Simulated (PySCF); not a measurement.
PySCF input for Zn(Et) (C2H5Zn), SMILES C[CH2][Zn+], charge +1, KT2/pcSseg-1. Coordinates come from a B3LYP-D3(BJ)/def2-SVP optimisation. The spin state was assumed, not searched. The isomer is the one that the SMILES or the coordinates give; other isomers of the formula were not compared.

```python
import numpy as np
from pyscf import gto, scf, dft
from pyscf.prop.nmr import rks as nmr

mol = gto.M(
    atom='''
    Zn   -0.07778719    0.91630538   -0.00000000
    C     0.67695570   -1.01535796   -0.00000000
    C    -0.39826331   -2.06077762   -0.00000000
    H     1.29172812   -0.95266891    0.91019820
    H     1.29172812   -0.95266892   -0.91019819
    H    -1.02790875   -2.04563644   -0.90043681
    H    -1.02790875   -2.04563644    0.90043682
    H     0.13382271   -3.03573735   -0.00000000
    ''',
    basis='pcSseg-1',
    charge=1,
    spin=0,
    max_memory=1600,
    verbose=3,
)
mf = dft.RKS(mol, xc='kt2')
mf.grids.level = 3
mf.conv_tol = 1e-10
mf.max_cycle = 100
mf.kernel()
n = nmr.NMR(mf)
n.verbose = 2
n.max_cycle_cphf = 60
sigma = n.kernel()
print('atom   isotropic/ppm   span/ppm')
for i, s in enumerate(sigma):
    w = np.linalg.eigvalsh((s + s.T) / 2)
    print(f'{mol.atom_symbol(i):2s}{i + 1:3d} {w.mean():14.3f} {w[2] - w[0]:11.3f}')
```

Program output:

```
converged SCF energy = -1867.27305567737
atom   isotropic/ppm   span/ppm
Zn  1       2395.746     170.588
C   2         86.340     172.939
C   3        150.327      53.066
H   4         25.344       9.936
H   5         25.344       9.936
H   6         28.108       8.531
H   7         28.108       8.531
H   8         28.255      11.988
```

The calculation finished and met its thresholds.
